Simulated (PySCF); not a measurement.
**C₆ coefficients of unlike pairs at PBE**

Calculated with PySCF 2.14 from the dipole response of each species, C₆(A,B) = (3/π) ∫ α_A(iu) α_B(iu) du, in atomic units, from isotropic polarisabilities. For ions this is the dispersion term alone; charge-induced terms of lower order in 1/R come first.

```json
{"species": "Ga", "configuration": "[Ar] 3d10 4s2 4p1 (2P)", "basis": "def2-QZVPPD (12s7p5d4f1g)", "relativity": "none", "α (bohr³)": "59.88", "C₆ (like pair)": "504.8"}
{"species": "Bi³⁺", "configuration": "[Xe] 4f14 5d10 6s2 (1S)", "basis": "aug-cc-pVQZ-PP with ECP60MDF (7s7p5d3f2g)", "relativity": "core potential", "α (bohr³)": "9.621", "C₆ (like pair)": "56.77"}
{"species": "I³⁺", "configuration": "[Kr] 4d10 5s2 5p2 (3P)", "basis": "aug-cc-pVTZ-PP with one added diffuse shell each of d, f type with ECP28MDF (6s5p5d3f)", "relativity": "core potential", "α (bohr³)": "10.02", "C₆ (like pair)": "53.54"}
{"species": "Ge³⁺", "configuration": "[Ar] 3d10 4s1 (2S)", "basis": "def2-QZVPPD (12s7p5d4f1g)", "relativity": "none", "α (bohr³)": "6.247", "C₆ (like pair)": "15.01"}
```

(1) Estimate C₆ for Ge³⁺ with I³⁺.

No spin-orbit coupling is included.

The other pairs:

```json
{"pair": "Ge³⁺, Bi³⁺", "C₆": "28.64"}
{"pair": "I³⁺, Bi³⁺", "C₆": "54.70"}
{"pair": "Ge³⁺, Ga", "C₆": "79.24"}
{"pair": "Bi³⁺, Ga", "C₆": "140.1"}
{"pair": "I³⁺, Ga", "C₆": "142.1"}
```

## Answers

(1) The integral gives 28.02. The combination rule 2 C_A C_B / (C_A α_B/α_A + C_B α_A/α_B) gives 27.98 and the geometric mean 28.35.
